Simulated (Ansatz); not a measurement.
`C[O][GeH2][CH3]` + BH₃ → `[BH2][GeH2][O]C` + CH₄  (formal exchange of groups at a Ge–C bond)

Program: Ansatz. Geometries: PBE0-D4/def2-TZVP. ΔE: electronic, gas phase. CBS: MP2 limit from def2 TZ/QZ plus the TZ coupled-cluster correction, frozen cores. This one scheme is used for every species. Functionals use def2-TZVPP. For Ge outer-core shells are correlated without core-valence functions, which leaves a few kJ/mol of doubt a bond. Scalar relativity is left out up to krypton. One conformer a species, not always the lowest.

| level | ΔE (kcal/mol) |
| --- | --- |
| ωB97M-V | -0.9 |
| MP2/def2-TZVPP | 0.6 |
| SCS-MP2/def2-TZVPP | 0.6 |
| CCSD/def2-TZVPP | -0.6 |
| HF/def2-QZVPP | 0.6 |
| SCS-MP2/def2-QZVPP | 0.5 |
| HF/CBS(def2) | 0.6 |
| CCSD/CBS(def2) | -1.0 |

What does CCSD(T)/CBS give? (An estimate is asked.)

The calculation gave: -1.1 kcal/mol. The listed levels differ from it by 0.2, 1.7, 1.7, 0.5, 1.7, 1.6, 1.7, 0.1 kcal/mol.

Largest T1 diagnostic among the species: 0.012.

From PBE to PBE0 (25 % exact exchange), in def2-TZVPP and without D4, ΔE moves by +1.2 kcal/mol.
